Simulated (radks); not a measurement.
Isoelectronic series with 12 electrons, each ion in its NIST ground configuration. Method: non-relativistic Kohn-Sham, r2SCAN, spin-polarised, spherical densities, point nucleus; meta-GGA in the generalised Kohn-Sham scheme; computed with a radial shooting solver on a logarithmic mesh with Libxc functionals. Total energies (hartree) and screening constants sigma, defined by e = -(Z - sigma)^2 / (2 n^2) hartree:

| ion | configuration | E (hartree) | 3s | 2p | 2s |
|---|---|---|---|---|---|
| Mg | [Ne] 3s2 | -200.04431 | 10.216 | 8.237 | 7.069 |
| Al+ | [Ne] 3s2 | -242.11223 | 9.857 | 8.155 | 7.069 |
| Si2+ | [Ne] 3s2 | -288.43877 | 9.646 | 8.084 | 7.053 |
| P3+ | [Ne] 3s2 | -339.00997 | 9.501 | 8.026 | 7.033 |
| S4+ | [Ne] 3s2 | -393.81865 | 9.394 | 7.979 | 7.014 |
| Cl5+ | [Ne] 3s2 | -452.86059 | 9.311 | 7.939 | 6.996 |
| Ar6+ | [Ne] 3s2 | -516.13306 | 9.244 | 7.907 | 6.980 |
| K7+ | [Ne] 3s2 | -583.63420 | 9.189 | 7.879 | 6.965 |
| Ca8+ | [Ne] 3s2 | -655.36267 | 9.143 | 7.855 | 6.952 |
| Sc9+ | [Ne] 3s2 | -731.31751 | 9.103 | 7.834 | 6.941 |
| Ti10+ | [Ne] 3s2 | -811.49798 | 9.070 | 7.816 | 6.930 |
| V11+ | [Ne] 3s2 | -895.90351 | 9.040 | 7.799 | 6.920 |
| Cr12+ | [Ne] 3s2 | -984.53364 | 9.014 | 7.785 | 6.912 |
| Mn13+ | [Ne] 3s2 | -1077.38803 | 8.991 | 7.772 | 6.904 |
| Fe14+ | [Ne] 3s2 | -1174.46639 | 8.970 | 7.760 | 6.896 |
